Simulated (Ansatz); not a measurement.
Two spin states of SeF, each at its own minimum; 2S+1 = 2, 4 were tried, and the measured ground state has 2. No spin–orbit coupling. Se is treated without relativity.

| level | energy of the multiplicity-4 state above the multiplicity-2 state (kJ/mol) | minus CCSD(T)/def2-TZVPP |
|---|---|---|
| PBE/def2-TZVPP | 137.6 | -23.2 |
| PBE0/def2-TZVPP | 153.1 | -7.7 |
| wB97X-V/def2-TZVPP | 179.3 | 18.5 |
| CCSD/def2-TZVPP | 161.9 | 1.1 |
| CCSD(T)/def2-TZVPP | 160.8 | 0.0 |

 The comparison column counts from a level with limits of its own.

The rows run from 137.6 (PBE/def2-TZVPP) to 179.3 kJ/mol (wB97X-V/def2-TZVPP). The 3 functionals in def2-TZVPP without D3 or D4 span 41.7, from PBE to wB97X-V.

Each state is the lowest solution found for its spin in def2 and cc sets.

Correlated levels freeze the inner cores; with def2 sets outer-core shells near the valence are correlated too.

The values were computed with Ansatz (Gaussian basis) for Hartree–Fock, density functionals and correlated methods. Values without a source in brackets are computed.

Ansatz is a quantum-chemistry and plane-wave program.
